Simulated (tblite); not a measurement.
Species: C7H11Cl.
Atom-mapped SMILES: `[CH2:1]=[CH:2][CH2:3]/[C:4]([CH3:5])=[CH:6]/[CH2:7][Cl:8]` (hydrogens: H9, H10 on C1; H11 on C2; H12, H13 on C3; H14, H15, H16 on C5; H17 on C6; H18, H19 on C7)

Computed with GFN2-xTB (tblite), gas phase: Langevin dynamics at 600 K from the optimised GFN2-xTB geometry, time step 0.5 fs, friction 0.01 fs⁻¹, 2000 steps.

Start geometry:
```
atom  x, y, z in Å
C1     -3.084    0.217    0.014
C2     -1.958    0.023    0.673
C3     -0.905   -0.973    0.284
C4      0.376   -0.259   -0.065
C5      0.343    0.460   -1.376
C6      1.411   -0.270    0.772
C7      2.712    0.417    0.558
Cl8     3.775   -0.561   -0.529
H9     -3.810    0.949    0.326
H10    -3.333   -0.356   -0.864
H11    -1.724    0.611    1.551
H12    -1.251   -1.554   -0.573
H13    -0.732   -1.653    1.121
H14     0.156   -0.254   -2.177
H15     1.274    0.973   -1.590
H16    -0.474    1.181   -1.381
H17     1.346   -0.854    1.680
H18     3.263    0.525    1.491
H19     2.606    1.387    0.075
```

The statistics below take the 31 frames saved every 25 fs from 250 to 1000 fs; their kinetic temperature (all 3N coordinates) averages 607 K.

**Question.** Give the mean, spread and extremes of the bond lengths.

**Answer.** 
```
  bond  start (Å)  mean (Å)  standard deviation (Å)  shortest (Å)  longest (Å)
 C1=C2      1.319     1.325                   0.021         1.267        1.385
 C2–C3      1.501     1.505                   0.044         1.418        1.599
 C3–C4      1.508     1.531                   0.042         1.443        1.617
 C4–C5      1.495     1.493                   0.033         1.440        1.570
 C4=C6      1.331     1.338                   0.033         1.259        1.425
 C6–C7      1.487     1.500                   0.051         1.416        1.608
C7–Cl8      1.808     1.819                   0.054         1.722        1.955
 C1–H9      1.077     1.090                   0.044         1.012        1.171
C1–H10      1.078     1.083                   0.027         1.031        1.139
C2–H11      1.082     1.092                   0.039         1.040        1.205
C3–H12      1.092     1.097                   0.042         1.013        1.173
C3–H13      1.092     1.105                   0.065         0.985        1.278
C5–H14      1.089     1.097                   0.045         1.014        1.175
C5–H15      1.084     1.099                   0.048         1.025        1.179
C5–H16      1.090     1.097                   0.049         1.003        1.217
C6–H17      1.082     1.092                   0.025         1.029        1.145
C7–H18      1.088     1.091                   0.036         1.021        1.170
C7–H19      1.089     1.100                   0.033         1.025        1.151
```

**Question.** Give the same statistics for bond angles, one of each kind among heavy atoms.

**Answer.** 
| angle | start (°) | mean (°) | standard deviation (°) | smallest (°) | largest (°) |
| --- | --- | --- | --- | --- | --- |
| C1–C2–C3 | 124.5 | 124.2 | 5.6 | 113.8 | 133.7 |
| C2–C3–C4 | 110.0 | 110.2 | 7.6 | 92.0 | 130.8 |
| C3–C4–C5 | 114.3 | 114.9 | 3.5 | 108.0 | 121.5 |
| C3–C4–C6 | 120.7 | 120.1 | 3.8 | 111.1 | 126.8 |
| C5–C4–C6 | 124.9 | 123.8 | 4.2 | 115.9 | 131.9 |
| C4–C6–C7 | 125.9 | 125.1 | 5.0 | 116.6 | 141.8 |
| C6–C7–Cl8 | 110.5 | 110.3 | 6.9 | 98.5 | 124.8 |

**Question.** How far does each atom move about its mean position (frames aligned on the start, all atoms weighted alike), and what rms force does it feel?

**Answer.** 
| atom | rms displacement (Å) | rms force (eV/Å) |
| --- | --- | --- |
| C1 | 0.26 | 2.45 |
| C2 | 0.18 | 2.16 |
| C3 | 0.18 | 2.95 |
| C4 | 0.14 | 2.68 |
| C5 | 0.23 | 2.90 |
| C6 | 0.20 | 2.34 |
| C7 | 0.15 | 2.32 |
| Cl8 | 0.42 | 0.99 |
| H9 | 0.37 | 1.45 |
| H10 | 0.56 | 1.09 |
| H11 | 0.52 | 1.28 |
| H12 | 0.30 | 1.42 |
| H13 | 0.31 | 1.86 |
| H14 | 0.96 | 1.46 |
| H15 | 0.90 | 1.51 |
| H16 | 1.17 | 1.60 |
| H17 | 0.36 | 1.00 |
| H18 | 0.30 | 1.36 |
| H19 | 0.34 | 1.30 |

The displacements run from 0.14 to 1.17 Å, the largest at H16.

**Question.** Follow the torsions C1–C2–C3–C4, C2–C3–C4–C5 and C4–C6–C7–Cl8 through every second one of these frames.

**Answer.** 
| t (fs) | C1–C2–C3–C4 (°) | C2–C3–C4–C5 (°) | C4–C6–C7–Cl8 (°) |
| --- | --- | --- | --- |
| 250 | 113 | -82 | -123 |
| 300 | 90 | -71 | -144 |
| 350 | 90 | -43 | -123 |
| 400 | 110 | -68 | -113 |
| 450 | 76 | -107 | -117 |
| 500 | 101 | -93 | -95 |
| 550 | 131 | -93 | -80 |
| 600 | 119 | -94 | -90 |
| 650 | 129 | -97 | -89 |
| 700 | 135 | -87 | -64 |
| 750 | 122 | -97 | -83 |
| 800 | 98 | -105 | -81 |
| 850 | 132 | -98 | -85 |
| 900 | 120 | -94 | -88 |
| 950 | 82 | -81 | -70 |
| 1000 | 69 | -76 | -78 |

Largest departure from the start value over all these frames: C1–C2–C3–C4 51° (start 117°), C2–C3–C4–C5 34° (start -73°), C4–C6–C7–Cl8 63° (start -81°).

**Question.** How widely does the potential energy scatter, against a harmonic estimate?

**Answer.** Mean 1.24 eV above the start, standard deviation 0.226 eV, range 0.77 to 1.87 eV. For 51 classical harmonic modes at 600 K the canonical values are 51kT/2 = 1.32 eV and kT·√(51/2) = 0.261 eV.

The run is classical and short, so these are rough statistics of one trajectory.

What follows is the cost of the whole dynamics run. The run took 27 s on Arm Neoverse N1, one thread, shared host, and the process peaked at 0.18 GiB of memory.
